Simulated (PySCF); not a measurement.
Dipole moment and polarisability of `CC(C)[SiH](P)P`

C3H12P2Si.
Geometry (GFN2-xTB, Å), atoms numbered from 1 in this order:
```
atom  x, y, z in Å
C1    -1.2139   -1.3103    0.9322
C2    -0.6954    0.1029    0.6926
C3    -1.4902    0.7717   -0.4244
Si4    1.1792    0.0516    0.2560
P5     1.3291   -1.2947   -1.5474
P6     2.0747    2.0625   -0.2383
H7    -2.2781   -1.2966    1.1624
H8    -0.6894   -1.7834    1.7593
H9    -1.0676   -1.9174    0.0385
H10   -0.8305    0.6832    1.6107
H11   -1.3545    0.2287   -1.3599
H12   -2.5535    0.7811   -0.1884
H13   -1.1666    1.8011   -0.5728
H14    1.9306   -0.4252    1.4344
H15    2.6628   -1.0169   -1.7874
H16    1.6328   -2.4299   -0.8192
H17    1.3853    2.2094   -1.4282
H18    1.1362    2.7885    0.4683
```

Level: PBE0/def2-SVPD (PySCF), static field, nuclei fixed, core orbitals frozen in the response. The polarisability tensor in these axes (au):

```
x   119.69   8.51  -6.32
y     8.51 128.14   4.46
z    -6.32   4.46 108.42
```

Problem. Give the principal values, the mean and the anisotropy Δα = √{½[(α1 − α2)² + (α2 − α3)² + (α1 − α3)²]}.

Solution. Principal values 103.13, 119.69 and 133.42 au; mean 118.75 au = 17.60 Å³ = 19.58 × 10⁻⁴⁰ C²·m²/J; Δα = 26.27 au (22 % of the mean).

Problem. What is the dipole moment, and where does it point?

Solution. (-0.96, -0.22, 0.69) D, 1.20 D in size, pointing from the negative to the positive side. Measured along this direction, the outermost atoms are H15 at the negative end and H7 at the positive end.

Problem. Give the principal axes and the span of the nuclei along them.

Solution. Largest value along (0.52, 0.85, 0.02), where the nuclei span 5.25 Å; middle along (0.71, -0.42, -0.56), 5.37 Å; least along (0.47, -0.31, 0.83), 4.06 Å. 

Problem. What would n − 1 = 2πNα be for an ideal gas of these molecules at 298.15 K and 1 atm, electronic part alone?

Solution. N = p/kT = 2.4615 × 10¹⁹ cm⁻³, so n − 1 = 2π × N × 17.60 × 10⁻²⁴ cm³ = 2721 × 10⁻⁶ at long wavelengths, for an ideal gas.

Problem. What are the principal values of the traceless quadrupole moment, Θ = ½Σq(3rr − r²1), about the centre of nuclear charge?

Solution. -6.21, 1.38, 4.83 D·Å. The values depend on the origin, since the dipole doesn't vanish. The electronic extent ⟨r²⟩ about the same centre is 1345 bohr², a root-mean-square distance of 2.26 Å for the 74 electrons.

Problem. In a dilute gas of rigid molecules at 500 K, how does the orientational term μ²/3kT compare with the electronic polarisability?

Solution. In Gaussian units μ²/3kT = 7.00 Å³ against 17.60 Å³, a ratio of 0.40; the Debye molar polarisation (4π/3)N_A(α + μ²/3kT) is 62.1 cm³/mol, leaving out the vibrational part.

Geometry: GFN2-xTB, one conformer, isolated molecule.
